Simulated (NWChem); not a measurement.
Species: C$_{4}$H$_{7}$F; SMILES C=C[C@@H](F)C

```xyz
12

C      0.0186     1.9288     0.2677
C     -0.6059     0.8810    -0.2663
C      0.0078    -0.4764    -0.4235
C     -0.7489    -1.5568     0.3239
F      1.3128    -0.4618     0.0213
H      1.0487     1.8423     0.6224
H     -0.4774     2.8977     0.3625
H     -1.6374     0.9711    -0.6277
H      0.0375    -0.7293    -1.5016
H     -0.2633    -2.5325     0.1780
H     -1.7863    -1.6266    -0.0355
H     -0.7674    -1.3271     1.3995
```
Atoms are numbered in this order, from 1.

All runs: NWChem. Medium grid unless said otherwise, to which SCAN and Minnesota functionals are sensitive. The geometry was optimised at PBE0/def2-SVP. B3LYP is NWChem's, with the RPA form of VWN correlation. Total energies of different functionals are on different scales.

```tsv
level	energy (Ha)	highest occupied level (eV)	orbital gap (eV)	dipole (D)
PBE/def2-TZVP	-256.2431	-6.47	5.56	1.64
B3LYP/def2-TZVP	-256.5670	-7.40	7.26	1.73
Hartree-Fock/def2-TZVP	-255.0638	[?]	[?]	[?]
PBE0/def2-TZVP	-256.2665	-7.61	7.73	1.73
M06-2X/def2-TZVP	-256.4453	-8.86	9.87	1.77
CAM-B3LYP/def2-TZVP	-256.4448	-8.98	10.20	1.78
```

### Question
What belongs in the gaps?

### Answer

- Hartree-Fock/def2-TZVP, highest occupied level (eV): -10.07
- Hartree-Fock/def2-TZVP, orbital gap (eV): 13.74
- Hartree-Fock/def2-TZVP, dipole (D): 1.90
